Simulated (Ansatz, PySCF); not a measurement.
This PySCF input computes a BLYP/def2-TZVPD energy:

```python
from pyscf import gto, scf, dft

mol = gto.M(
    atom='''
    Si   -0.01185707   -0.37680189   -0.00624924
    Cl    0.18620249    0.91187279   -1.60983213
    Cl   -0.06128382    0.78630284    1.69043708
    N     1.34225610   -1.43493392   -0.17769303
    N    -1.40151617   -1.33058996    0.00059192
    H     2.22458444   -1.09972825    0.21124400
    H    -1.48096819   -2.13309641   -0.60317939
    H    -2.28641434   -1.00226759    0.34884808
    ''',
    basis='def2-tzvpd',
    charge=0,
    spin=1,
    verbose=4,
)

mf = dft.UKS(mol, xc='blyp').density_fit(auxbasis='def2-universal-jkfit')
mf.grids.level = 3
mf.conv_tol = 1e-9
mf.max_cycle = 100
mf.max_memory = 1500
mf.kernel()
if not mf.converged:
    mf = mf.newton()
    mf.kernel(mf.make_rdm1())
for _ in range(2):
    mo, _, stable, _ = mf.stability(return_status=True)
    if stable:
        break
    mf.kernel(mf.make_rdm1(mo, mf.mo_occ))
mf.analyze()
```

**Question.** Write an input for the same energy in Ansatz (a first-principles code) and say what it gives.

**Answer.** 
Ansatz 0.2 input:
```yaml
crystal:
  periodic: [false, false, false]
  atoms:
    - {symbol: Si, position_ang: [-0.01185707, -0.37680189, -0.00624924]}
    - {symbol: Cl, position_ang: [0.18620249, 0.91187279, -1.60983213]}
    - {symbol: Cl, position_ang: [-0.06128382, 0.78630284, 1.69043708]}
    - {symbol: N, position_ang: [1.34225610, -1.43493392, -0.17769303]}
    - {symbol: N, position_ang: [-1.40151617, -1.33058996, 0.00059192]}
    - {symbol: H, position_ang: [2.22458444, -1.09972825, 0.21124400]}
    - {symbol: H, position_ang: [-1.48096819, -2.13309641, -0.60317939]}
    - {symbol: H, position_ang: [-2.28641434, -1.00226759, 0.34884808]}
basis:
  gaussian:
    orbitals: def2-TZVPD
hamiltonian:
  xc: {name: BLYP}
magnetization: {spin_polarized: true, initial_magnetization: 1}
output: {forces: true}
```
It gives -1321.35064 Eh, and PySCF -1321.35073 Eh, a difference of 0.09 mEh, from the treatment of integrals and grids.

It need not be the lowest isomer of its formula.
